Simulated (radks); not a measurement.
Values are calculated unless marked as measured or tabulated.
Species: Hg11+. Configuration: [Xe] 4f14 5d1.

Level of theory: non-relativistic Kohn-Sham, LDA (Slater exchange, Perdew-Wang correlation), spin-unpolarised, spherical densities, point nucleus; relativity is left out, which matters for an element this heavy (a radial shooting solver on a logarithmic mesh with Libxc functionals).

Energy parts (eV):
total: -499860.97
kinetic: 499705.74
electron-nucleus: -1176808.46
Hartree: 186299.58
exchange-correlation: -9057.83

Orbitals (lengths in bohr, moments of r in powers of bohr; r(90%) holds 90 % of the orbital's charge):
[
 {"orbital": "1s", "occ.": "2", "eigenvalue (eV)": "-75169.18", "<1/r>": "79.41", "r(90%)": "0.0336"},
 {"orbital": "2s", "occ.": "2", "eigenvalue (eV)": "-12753.49", "<1/r>": "18.70", "r(90%)": "0.122"},
 {"orbital": "2p", "occ.": "6", "eigenvalue (eV)": "-12279.38", "<1/r>": "18.75", "r(90%)": "0.109"},
 {"orbital": "3s", "occ.": "2", "eigenvalue (eV)": "-3153.828", "<1/r>": "7.254", "r(90%)": "0.293"},
 {"orbital": "3p", "occ.": "6", "eigenvalue (eV)": "-2928.933", "<1/r>": "7.213", "r(90%)": "0.285"},
 {"orbital": "3d", "occ.": "10", "eigenvalue (eV)": "-2508.178", "<1/r>": "7.149", "r(90%)": "0.258"},
 {"orbital": "4s", "occ.": "2", "eigenvalue (eV)": "-828.2967", "<1/r>": "3.184", "r(90%)": "0.630"},
 {"orbital": "4p", "occ.": "6", "eigenvalue (eV)": "-730.6564", "<1/r>": "3.099", "r(90%)": "0.642"},
 {"orbital": "4d", "occ.": "10", "eigenvalue (eV)": "-550.5239", "<1/r>": "2.923", "r(90%)": "0.669"},
 {"orbital": "4f", "occ.": "14", "eigenvalue (eV)": "-307.5676", "<1/r>": "2.602", "r(90%)": "0.737"},
 {"orbital": "5s", "occ.": "2", "eigenvalue (eV)": "-276.9066", "<1/r>": "1.415", "r(90%)": "1.33"},
 {"orbital": "5p", "occ.": "6", "eigenvalue (eV)": "-242.4957", "<1/r>": "1.333", "r(90%)": "1.41"},
 {"orbital": "5d", "occ.": "1", "eigenvalue (eV)": "-183.7514", "<1/r>": "1.161", "r(90%)": "1.61"}
]

The highest occupied level is 5d at -183.75 eV. The density falls to 0.001 e/bohr^3 at r = 2.27 bohr. The electron density at the nucleus is 3.671e+05 e/bohr^3. Summed over all electrons, <r^2> = 18.47 bohr^2, which gives a Langevin (diamagnetic) susceptibility term of -14.6 x 10^-6 cm^3/mol.
